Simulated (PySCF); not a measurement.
Gas-phase equilibrium of 1 mol H₂S, 6 mol SO₂ at 1800 K and 0.0100 bar, among 21 species (S₂O, SO₂, O₂, O, S₂, S₆, HO₂, H₂S₂, H₂O, H, H₂O₂, H₂S, O₃, SO, SH, H₂, S₈, S, SO₃, H₂SO₄, OH). Only gases are allowed; each row takes one source of thermochemistry for all species, and Cantera finds the minimum.

Method: PySCF energies plus ideal-gas RRHO corrections (1 bar). † marks an energy on the PBE0/def2-TZVP geometry and frequencies; other levels use their own. MP2 and CCSD(T) freeze the core. Open shells (unrestricted) among the columns below: O₂ (multiplicity 3), S₂ (multiplicity 3), SO (multiplicity 3), S (multiplicity 3, electronic degeneracy 9); the rest are closed-shell singlets. Spin-orbit splitting is ignored; it lowers the true energy and changes the entropy of S. B3LYP is the form with VWN-RPA correlation. MP2 isn't extrapolated to the basis-set limit. CCSD(T) isn't extrapolated to the basis-set limit. The harmonic model lacks anharmonicity and excited electronic states, which grow with temperature; levels with a mode under 35 cm⁻¹ are left out. Warning, large T1 diagnostic: SO₂ (CCSD(T)/def2-SVP†).

Molecules larger than those listed are left out.

With B3LYP/def2-TZVP† thermochemistry: SO₂ 0.63, SO 0.20, O₂ 0.00025, H₂O 0.10, S₂ 0.040, H₂ 0.027, S 0.0015.

Problem. How far does the composition move with the other sources (CCSD(T)/def2-SVP†, MP2/def2-TZVPP†, PBE/def2-SVP, ωB97M-V/def2-TZVP†, ωB97X-V/def2-TZVP†)?

Solution. 
| thermochemistry | x SO₂ | x SO | x O₂ | x H₂O | x S₂ | x H₂ | x S |
|---|---|---|---|---|---|---|---|
| B3LYP/def2-TZVP† | 0.63 | 0.20 | 0.00025 | 0.10 | 0.040 | 0.027 | 0.0015 |
| CCSD(T)/def2-SVP† | 0.28 | 0.45 | 0.12 | 0.11 | 0.020 | 0.0016 | 0.018 |
| MP2/def2-TZVPP† | 0.74 | 0.041 | 2.2e-6 | 0.10 | 0.080 | 0.028 | 0.0029 |
| PBE/def2-SVP | 0.52 | 0.28 | 0.035 | 0.11 | 0.038 | 0.013 | 0.00043 |
| ωB97M-V/def2-TZVP† | 0.71 | 0.089 | 3.2e-5 | 0.10 | 0.067 | 0.031 | 0.0014 |
| ωB97X-V/def2-TZVP† | 0.67 | 0.14 | 0.00015 | 0.10 | 0.055 | 0.029 | 0.0013 |
The most sensitive of these is O₂: it spans a factor of 10^4.7 over these rows; at this temperature one factor of ten is RT ln 10 = 34 kJ/mol.
